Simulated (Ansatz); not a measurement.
Cost and result for the atomization energy of H8OSSi3, SMILES `O[SiH]([SiH3])[SiH2]S` (13 atoms, 12 bonds).

```
atom    x (Å)    y (Å)    z (Å)
  O1  -1.5574  -0.2072  -1.1760
 Si2  -0.1206  -0.5551  -0.4296
 Si3  -0.5344  -1.9433   1.4051
 Si4   0.8432   1.5104   0.1229
  S5   0.3763   2.7945  -1.5505
  H6  -1.5684   0.6297  -1.6523
  H7   0.8297  -1.2354  -1.3641
  H8   0.7691  -2.2559   2.0541
  H9  -1.1827  -3.2171   0.9946
 H10  -1.4038  -1.2487   2.3913
 H11   2.3073   1.4745   0.3849
 H12   0.1621   2.1775   1.2629
 H13   1.0795   2.0759  -2.4431
```

Charge 0, multiplicity 1. The structure was optimised at the PBE0-D4/def2-TZVP level. It is one conformer, not always the lowest. Program: Ansatz. All runs use 4 threads of an Intel Xeon on a shared host. Times are those of one run each, without the atoms' runs, and a repeat can differ threefold. Electronic energies, without spin–orbit coupling; frozen cores. CCSD(T)/CBS adds CCSD(T) − MP2 in def2-TZVPP to the MP2 limit, and its time is that of the two runs behind it. T1 = 0.013. HSE06 is the plane-wave form, built on full-range PBE exchange.

CCSD(T)/CBS is a level of theory with its own doubt, some kJ/mol a heavy atom from the limit and from the frozen cores, so smaller differences don't rank the functionals.

```tsv
level	functions	atomization (kcal/mol)	difference from CCSD(T)/CBS	per bond
r2SCANh-D4/def2-TZVPP	311	962.1	-6.3	-0.5
BLYP-D4/def2-TZVPP	311	954.0	-14.4	-1.2
MP2/def2-QZVPP	577	957.0	-11.4	-0.9
B2PLYP/def2-TZVPP	311	947.4	-21.0	-1.8
CCSD(T)/def2-SVP	126	886.4	-82.0	-6.8
CAM-B3LYP-D4/def2-TZVPP	311	964.6	-3.8	-0.3
PBE0-D4/def2-TZVPP	311	954.6	-13.8	-1.2
CCSD(T)/def2-TZVPP	311	939.0	-29.4	-2.5
CCSD(T)/CBS(def2)	–	968.4	0.0	0.0
HSE06-D4/def2-TZVPP	311	955.0	-13.4	-1.1
BHLYP-D4/def2-TZVPP	311	945.8	-22.6	-1.9
B97M-V/def2-TZVPP	311	973.1	4.7	0.4
ωB97X-V/def2-TZVPP	311	974.6	6.2	0.5
```

Question: Order the runs by time, with rough figures. (An estimate is asked.)

Answer: The calculation gave: BLYP-D4/def2-TZVPP 4.3 s; BHLYP-D4/def2-TZVPP 7.5 s; PBE0-D4/def2-TZVPP 8 s; CCSD(T)/def2-SVP 8 s; HSE06-D4/def2-TZVPP 9 s; CAM-B3LYP-D4/def2-TZVPP 9 s; r2SCANh-D4/def2-TZVPP 11 s; B2PLYP/def2-TZVPP 12 s; B97M-V/def2-TZVPP 14 s; ωB97X-V/def2-TZVPP 16 s; MP2/def2-QZVPP 39 s; CCSD(T)/def2-TZVPP 9 min; CCSD(T)/CBS(def2) 9.7 min.

At CCSD(T), def2-SVP lies −82.0 kcal/mol from the extrapolated value and def2-TZVPP −29.4 kcal/mol: correlation converges slowly with the basis, and small sets miss more of it in the bonded molecule than in its fragments. From PBE to PBE0 (25 % exact exchange), in def2-TZVPP and without D4, the atomization energy moves by −6.8 kcal/mol: exact exchange takes away binding that semilocal exchange gives to molecules. In def2-TZVPP, CCSD(T) changes the Hartree–Fock value by +229.7 kcal/mol (the triples alone add +11.9 kcal/mol) and MP2 by +230.3 kcal/mol; breaking electron pairs costs correlation energy, which Hartree–Fock lacks.
